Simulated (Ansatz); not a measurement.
Born–Oppenheimer molecular dynamics of CH2AlO2 (6 atoms, charge 0, multiplicity 2). It starts from a relaxed structure.

Theory: Ansatz, UKS PBE-D4/6-31G*.

* ensemble: NVE (velocity Verlet)
* time step: 0.5 fs
* steps asked: 150
* starting velocities drawn for: 300 K
* seed: 171149

Frames 2.5 fs apart, positions in Å, forces in eV/Å.

Velocities at 20.0 fs (Å/ps):

```
O -0.65 -0.32 1.18
C 1.91 4.27 -1.57
O -0.66 -1.62 -2.21
Al -1.17 -1.03 1.66
H 13.84 6.84 -7.53
H 15.44 0.73 -1.76
```

```xyz
6
Properties=species:S:1:pos:R:3:forces:R:3 time_fs=20.0 energy_less_start_eV=0.097 T=113
O 1.319 -1.586 1.500 0.28 -0.18 0.45
C 0.278 -1.319 0.970 0.16 -0.25 0.21
O 0.058 -0.828 -0.226 -0.21 0.27 -0.60
Al -0.387 0.835 -0.616 -0.65 -0.30 -0.50
H -0.906 1.028 -2.119 0.29 0.04 0.07
H -0.739 1.721 0.616 0.12 0.41 0.36
6
Properties=species:S:1:pos:R:3:forces:R:3 time_fs=22.5 energy_less_start_eV=0.071 T=163
O 1.317 -1.587 1.504 0.29 -0.14 0.32
C 0.283 -1.309 0.967 0.05 -0.31 0.39
O 0.056 -0.832 -0.233 -0.13 0.26 -0.63
Al -0.391 0.832 -0.613 -0.57 -0.19 -0.58
H -0.863 1.046 -2.135 0.26 0.01 0.18
H -0.697 1.736 0.623 0.10 0.36 0.32
6
Properties=species:S:1:pos:R:3:forces:R:3 time_fs=25.0 energy_less_start_eV=0.038 T=227
O 1.317 -1.589 1.509 0.25 -0.08 0.15
C 0.289 -1.301 0.966 -0.07 -0.29 0.45
O 0.053 -0.834 -0.242 0.00 0.15 -0.50
Al -0.396 0.829 -0.610 -0.48 0.14 -0.20
H -0.804 1.065 -2.140 0.17 0.01 0.13
H -0.649 1.770 0.647 0.12 0.08 -0.03
6
Properties=species:S:1:pos:R:3:forces:R:3 time_fs=27.5 energy_less_start_eV=0.026 T=250
O 1.318 -1.591 1.514 0.17 -0.03 -0.03
C 0.294 -1.294 0.967 -0.17 -0.22 0.38
O 0.051 -0.836 -0.253 0.15 -0.01 -0.23
Al -0.402 0.826 -0.608 -0.32 0.44 0.25
H -0.735 1.084 -2.138 0.06 0.02 -0.02
H -0.594 1.809 0.670 0.11 -0.21 -0.35
6
Properties=species:S:1:pos:R:3:forces:R:3 time_fs=30.0 energy_less_start_eV=0.028 T=245
O 1.320 -1.593 1.520 0.06 0.02 -0.20
C 0.298 -1.288 0.970 -0.23 -0.11 0.22
O 0.049 -0.838 -0.265 0.28 -0.19 0.11
Al -0.408 0.824 -0.606 -0.11 0.57 0.44
H -0.662 1.105 -2.138 -0.03 0.03 -0.13
H -0.533 1.837 0.672 0.03 -0.32 -0.45
6
Properties=species:S:1:pos:R:3:forces:R:3 time_fs=32.5 energy_less_start_eV=0.032 T=239
O 1.322 -1.595 1.524 -0.08 0.06 -0.35
C 0.301 -1.282 0.973 -0.23 0.00 0.05
O 0.048 -0.841 -0.276 0.36 -0.32 0.44
Al -0.415 0.823 -0.603 0.11 0.49 0.22
H -0.591 1.127 -2.143 -0.10 0.01 -0.09
H -0.470 1.846 0.650 -0.07 -0.23 -0.26
6
Properties=species:S:1:pos:R:3:forces:R:3 time_fs=35.0 energy_less_start_eV=0.051 T=202
O 1.323 -1.597 1.528 -0.21 0.09 -0.45
C 0.303 -1.277 0.978 -0.18 0.08 -0.10
O 0.049 -0.845 -0.285 0.38 -0.38 0.68
Al -0.422 0.824 -0.599 0.31 0.23 -0.30
H -0.526 1.150 -2.154 -0.16 -0.05 0.06
H -0.411 1.843 0.613 -0.15 0.03 0.12
6
Properties=species:S:1:pos:R:3:forces:R:3 time_fs=37.5 energy_less_start_eV=0.089 T=129
O 1.324 -1.598 1.529 -0.30 0.10 -0.50
C 0.304 -1.271 0.981 -0.13 0.13 -0.20
O 0.051 -0.851 -0.293 0.35 -0.33 0.81
Al -0.428 0.824 -0.596 0.49 -0.05 -0.73
H -0.471 1.169 -2.162 -0.22 -0.10 0.18
H -0.360 1.841 0.582 -0.19 0.26 0.43
6
Properties=species:S:1:pos:R:3:forces:R:3 time_fs=40.0 energy_less_start_eV=0.112 T=83
O 1.323 -1.599 1.529 -0.32 0.09 -0.49
C 0.304 -1.265 0.984 -0.09 0.15 -0.24
O 0.054 -0.857 -0.297 0.26 -0.20 0.82
Al -0.433 0.825 -0.594 0.65 -0.12 -0.69
H -0.428 1.183 -2.159 -0.27 -0.12 0.18
H -0.321 1.852 0.576 -0.23 0.21 0.41
6
Properties=species:S:1:pos:R:3:forces:R:3 time_fs=42.5 energy_less_start_eV=0.119 T=69
O 1.322 -1.600 1.527 -0.27 0.05 -0.42
C 0.304 -1.258 0.985 -0.08 0.15 -0.22
O 0.058 -0.865 -0.298 0.14 -0.01 0.71
Al -0.436 0.826 -0.594 0.80 -0.01 -0.22
H -0.402 1.190 -2.146 -0.30 -0.10 0.04
H -0.296 1.875 0.593 -0.28 -0.07 0.11
6
Properties=species:S:1:pos:R:3:forces:R:3 time_fs=45.0 energy_less_start_eV=0.128 T=53
O 1.319 -1.601 1.524 -0.16 -0.01 -0.30
C 0.303 -1.250 0.986 -0.10 0.13 -0.14
O 0.063 -0.872 -0.296 0.01 0.22 0.49
Al -0.438 0.826 -0.595 0.88 0.05 0.29
H -0.393 1.191 -2.131 -0.31 -0.06 -0.15
H -0.288 1.894 0.617 -0.32 -0.33 -0.18
6
Properties=species:S:1:pos:R:3:forces:R:3 time_fs=47.5 energy_less_start_eV=0.124 T=60
O 1.316 -1.601 1.519 -0.04 -0.08 -0.16
C 0.302 -1.241 0.986 -0.10 0.10 -0.01
O 0.068 -0.878 -0.293 -0.13 0.44 0.20
Al -0.437 0.827 -0.595 0.89 -0.03 0.49
H -0.403 1.188 -2.125 -0.29 -0.04 -0.24
H -0.299 1.895 0.631 -0.32 -0.40 -0.28
```

Of the whole run (75 fs, mean temperature of the second half 131 K): The conserved energy stayed within 0.033 meV per atom of its start (net change 0.022 meV per atom), so the integration is sound. Over the second half the temperature averaged 0.44 of the 300 K drawn at the start: a run that starts near a minimum puts about half its kinetic energy into the potential. A run of 0.075 ps of so small a system gives no equilibrium averages.

Run time: 5.5 min on 2 threads of Arm Neoverse N1, on a shared host, peak memory 0.13 GiB.
